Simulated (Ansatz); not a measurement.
System: H5Si2OF, charge 0, singlet. H5Si2OF (SMILES F[SiH2]O[SiH3]).
B3LYP-D3(BJ)/def2-TZVP minimum from Ansatz (a program for electronic structure):
```
O
Si 1 1.6188
F 2 1.6008 1 109.56
Si 1 1.6440 2 150.38 3 64.55
H 2 1.4711 3 107.69 1 -118.21
H 2 1.4746 5 113.19 3 118.08
H 4 1.4774 1 108.10 2 152.26
H 4 1.4783 7 109.95 1 -119.54
H 4 1.4810 7 109.79 8 -120.68
```
Charge 0, spin multiplicity 1.

Total energies in hartree (Ansatz). UHF or UKS for unpaired electrons; spin-orbit terms are left out. Correlated methods leave the cores frozen. No relativity. Where a partner has so few electrons that a lower coupled-cluster level is exact, that level stands in.

| species | HF/cc-pV(T+d)Z | CCSD(T)/cc-pV(T+d)Z | HF/cc-pV(Q+d)Z | CCSD(T)/cc-pV(Q+d)Z | CCSD(T)/cc-pV(D+d)Z | CCSDT(Q)/cc-pV(D+d)Z |
|---|---|---|---|---|---|---|
| 1: H5Si2OF (SMILES F[SiH2]O[SiH3]) | -755.35031 | -756.14151 | -755.37541 | -756.22578 | -755.86278 | -755.86493 |
| 2: Si (triplet) | -288.85649 | -288.93344 | -288.85845 | -288.93781 | -288.91643 | -288.91690 |
| 3: O (triplet) | -74.81176 | -74.97396 | -74.81729 | -74.99357 | -74.90995 | -74.91013 |
| 4: F (doublet) | -99.40552 | -99.62036 | -99.41377 | -99.65026 | -99.52757 | -99.52776 |
| 5: H (doublet) | -0.49981 | -0.49981 | -0.49995 | -0.49995 | -0.49928 | -0.49928 |

**Question.** Work out the atomisation energy (electronic, to ground-state atoms) in kJ/mol: take Hartree-Fock from cc-pV(Q+d)Z, extrapolate the CCSD(T) correlation energy as X^-3 (X = 3, 4), and add CCSDT(Q) - CCSD(T) in cc-pV(D+d)Z. 1 hartree = 2625.5 kJ/mol.

**Answer.** 
Species 1: correlation (64·(-0.85037) - 27·(-0.79120))/37 = -0.89355; step -0.00215; E1 = -755.37541 + (-0.89355) + (-0.00215) = -756.27111
Species 2: correlation (64·(-0.07936) - 27·(-0.07695))/37 = -0.08112; step -0.00047; E2 = -288.85845 + (-0.08112) + (-0.00047) = -288.94004
Species 3: correlation (64·(-0.17628) - 27·(-0.16220))/37 = -0.18655; step -0.00018; E3 = -74.81729 + (-0.18655) + (-0.00018) = -75.00402
Species 4: correlation (64·(-0.23649) - 27·(-0.21484))/37 = -0.25229; step -0.00019; E4 = -99.41377 + (-0.25229) + (-0.00019) = -99.66625
Species 5: correlation (64·(0.00000) - 27·(0.00000))/37 = 0.00000; step +0.00000; E5 = -0.49995 + (0.00000) + (+0.00000) = -0.49995
-1·E1 +2·E2 +1·E3 +1·E4 +5·E5 = 1.22101 hartree = 3205.8 kJ/mol.
